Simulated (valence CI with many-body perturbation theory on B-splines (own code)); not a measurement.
## E1 line list for Mn¹⁰⁺

Level of theory: relativistic CI+MBPT: five valence electrons over a frozen Dirac-Fock core [Ne], radial functions for each j: 11 s, 11 p, 10 d, 8 f, 5 g, 2 h, with the one-electron correlation potential Σ1, the two-electron term Σ2, the three-electron term Σ3, Breit, model QED; selected CI, second order for the rest, scaled by the run's own slope (own B-spline code, finite nucleus).

No measured spectrum was set against this ion. As an estimate, levels of excited configurations hold to 0.05 to 0.15 % of their energy, terms of the ground configuration to about 0.5 %. Among the levels kept, up to 3200 cm⁻¹ of a level comes from second order outside the variational space, and about a tenth of that is noise between levels of different J, which matters for small intervals.

Lines 1 to 50 of 577 in falling wavelength, among levels below 992670 cm⁻¹, chosen from the strongest by gf and those to the six lowest levels. Wavelengths and rates use the calculated energies, so an error of 200 cm⁻¹ moves a line at 650.4 Å by 0.13 % and its rate by three times that or more. Electric multipoles are in the length gauge, E1 and E2 with the static RPA response of the core. Weak lines are less certain than strong ones. Lines between different terms over intervals too small for the method are left out, as are lines whose strength nearly cancels. Where a level lies close to another of its J and parity, the split of strength between their lines is uncertain. The highest levels of a list are the least certain.

Names give the largest LS component (configuration and term), which can be under half, so a name can repeat, a term be missing and a line seem to break the LS rules; names also repeat where a configuration has a term twice. Letters in brackets count levels of one name in rising energy.

```
λ vac (Å)                  Upper                  Lower   A (s⁻¹)  log gf  Branch %
    650.4          3p4.3d 4D_7/2  3s.3p3.3d 4D°_7/2 [d]  2.09e+08   -0.97       1.7
    551.0  3s.3p2.3d2 6G_9/2 [a]  3s.3p3.3d 4D°_7/2 [d]  3.86e+08   -0.76       5.9
    548.6  3s.3p2.3d2 6G_9/2 [b]  3s.3p3.3d 4D°_7/2 [d]  3.09e+08   -0.86       5.6
    537.3          3p4.3d 4F_7/2  3s.3p3.3d 4D°_5/2 [c]  5.39e+08   -0.73       4.4
    532.5          3s.3p4 4P_3/2        3s2.3p3 2P°_3/2  6.54e+06   -2.95       0.4
    518.8          3p4.3d 4P_5/2  3s.3p3.3d 4D°_7/2 [d]  5.47e+08   -0.88      10.0
    473.9          3s.3p4 4P_5/2        3s2.3p3 2D°_5/2  1.49e+07   -2.52       1.1
    466.5          3s.3p4 4P_5/2        3s2.3p3 2D°_3/2  7.35e+06   -2.84       0.5
    454.6          3p4.3d 2G_7/2  3s.3p3.3d 2F°_7/2 [b]  8.86e+08   -0.66      13.2
    447.6          3p4.3d 2P_1/2  3s.3p3.3d 2D°_3/2 [b]  1.72e+09   -0.99      15.8
    438.7            3p5 2P°_3/2  3s2.3p2.3d 2P_3/2 [a]  1.92e+09   -0.65      28.6
    438.1          3p4.3d 2G_7/2  3s.3p3.3d 2G°_7/2 [b]  1.86e+09   -0.37      27.7
    432.1          3p4.3d 2P_3/2  3s.3p3.3d 2D°_5/2 [b]  1.48e+09   -0.78      15.3
    423.3  3s.3p3.3d 4F°_9/2 [a]      3s2.3p2.3d 4F_9/2  7.05e+08   -0.72      66.2
    418.9  3s.3p3.3d 4F°_7/2 [a]      3s2.3p2.3d 4F_7/2  6.37e+08   -0.87      57.2
    415.3          3s.3p4 2D_3/2        3s2.3p3 2P°_3/2  9.70e+06   -3.00       0.3
    415.2  3s.3p3.3d 4F°_5/2 [a]      3s2.3p2.3d 4F_5/2  6.36e+08   -1.01      55.7
    413.0          3s.3p4 2D_5/2        3s2.3p3 2P°_3/2  4.57e+08   -1.15      15.9
    408.3          3p4.3d 2D_3/2  3s.3p3.3d 2F°_5/2 [a]  1.43e+09   -0.85      24.4
    407.6          3s.3p4 2D_3/2        3s2.3p3 2P°_1/2  2.43e+08   -1.62       7.7
    397.6          3p4.3d 2D_5/2  3s.3p3.3d 2F°_7/2 [a]  1.42e+09   -0.70      26.6
    393.8          3s.3p4 4P_5/2        3s2.3p3 4S°_3/2  1.39e+09   -0.71      98.3
    391.3  3s.3p3.3d 4P°_3/2 [b]      3s2.3p2.3d 4P_5/2  1.18e+09   -0.96       1.7
    388.3          3p4.3d 2G_7/2  3s.3p3.3d 2F°_5/2 [a]  1.18e+09   -0.67      17.5
    387.8  3s.3p2.3d2 6G_9/2 [a]  3s.3p3.3d 4F°_9/2 [b]  7.12e+08   -0.79      10.9
    386.6  3s.3p2.3d2 6G_9/2 [b]  3s.3p3.3d 4F°_9/2 [b]  5.41e+08   -0.92       9.8
    382.7          3p4.3d 4F_7/2  3s.3p3.3d 4F°_7/2 [b]  1.05e+09   -0.74       8.6
    382.1          3s.3p4 4P_3/2        3s2.3p3 4S°_3/2  1.50e+09   -0.88      99.3
    379.3          3p4.3d 4F_5/2  3s.3p3.3d 4F°_5/2 [b]  7.83e+08   -0.99       6.4
    378.7          3p4.3d 4F_3/2  3s.3p3.3d 4F°_3/2 [b]  1.17e+09   -1.00       9.2
    378.5          3p4.3d 2D_3/2  3s.3p3.3d 2D°_3/2 [a]  1.22e+09   -0.98      20.8
    377.0          3s.3p4 4P_1/2        3s2.3p3 4S°_3/2  1.58e+09   -1.17      99.4
    374.5     3s.3p3.3d 4G°_11/2      3s2.3p2.3d 4F_9/2  2.98e+09   -0.12      99.2
    369.3  3s.3p3.3d 2F°_7/2 [c]  3s2.3p2.3d 2F_7/2 [b]  7.85e+08   -0.89       1.2
    368.7      3s.3p3.3d 4G°_9/2      3s2.3p2.3d 4F_7/2  2.94e+09   -0.22      93.4
    368.0          3s.3p4 2D_3/2        3s2.3p3 2D°_5/2  5.40e+07   -2.36       1.7
    366.2          3s.3p4 2D_5/2        3s2.3p3 2D°_5/2  2.38e+09   -0.54      82.8
    365.9  3s.3p3.3d 2D°_3/2 [b]  3s2.3p2.3d 2P_1/2 [a]  1.34e+09   -0.97       5.8
    365.8            3p5 2P°_3/2          3s.3p4 2D_5/2  3.46e+09   -0.56      51.5
    364.2      3s.3p3.3d 4G°_7/2      3s2.3p2.3d 4F_5/2  2.86e+09   -0.34      87.9
    363.9  3s.3p3.3d 2F°_7/2 [d]  3s2.3p2.3d 2D_5/2 [c]  6.63e+08   -0.98       1.1
    363.6          3s.3p4 2D_3/2        3s2.3p3 2D°_3/2  2.83e+09   -0.65      90.2
    362.8  3s.3p3.3d 2P°_3/2 [b]      3s2.3p2.3d 2S_1/2  1.29e+09   -0.99       4.4
    361.8          3s.3p4 2D_5/2        3s2.3p3 2D°_3/2  3.21e+07   -2.42       1.1
    361.3      3s.3p3.3d 4G°_5/2      3s2.3p2.3d 4F_3/2  2.88e+09   -0.47      86.5
    356.1  3s.3p3.3d 2D°_5/2 [b]  3s2.3p2.3d 2P_3/2 [b]  1.69e+09   -0.71       7.0
    349.8  3s.3p3.3d 2G°_9/2 [a]  3s2.3p2.3d 2F_7/2 [a]  1.25e+09   -0.64      73.9
    348.8            3p5 2P°_1/2          3s.3p4 2D_3/2  3.42e+09   -0.90      51.9
    347.7  3s2.3p2.3d 2P_3/2 [a]        3s2.3p3 2P°_3/2  5.40e+08   -1.41       6.6
    345.7  3s.3p3.3d 2G°_7/2 [a]  3s2.3p2.3d 2F_5/2 [a]  1.31e+09   -0.73      80.8
```
